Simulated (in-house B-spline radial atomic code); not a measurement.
## F V (F4+): [He] 2s2 (6p3/2)1 (an excited or competing configuration)

Level of theory: Dirac-Hartree-Fock, average of the jj configuration, Fermi nucleus of rms radius 2.8976 fm; calculated with a B-spline radial code for spherical atoms.

Screening seen three ways: the hydrogenic charge with the same mean radius, Z_r = [3n² - l(l+1)]/(2<r>), the one with the same energy, Z_e = n√(-2ε), and Slater's rules. Values are occupation-weighted means over j.

| shell | electrons | ε (eV) | <r> (bohr) | Z_r | Z_e | Slater |
| --- | --- | --- | --- | --- | --- | --- |
| 1s | 2 | -869.46 | 0.1741 | 8.62 | 7.99 | 8.70 |
| 2s | 2 | -150.62 | 0.808 | 7.43 | 6.65 | 6.95 |
| 6p | 1 | -10.063 | 9.951 | 5.33 | 5.16 | 5.00 |

The least bound orbital is 6p3/2 at -10.06 eV, and it is also the most diffuse (<r> = 9.951 bohr).

For the 1s electron the small component carries 0.1 % of the norm, the zero-frequency Breit interaction raises the level by 0.2522 eV, self-energy by 0.09978 eV, and vacuum polarisation lowers it by 0.005115 eV.
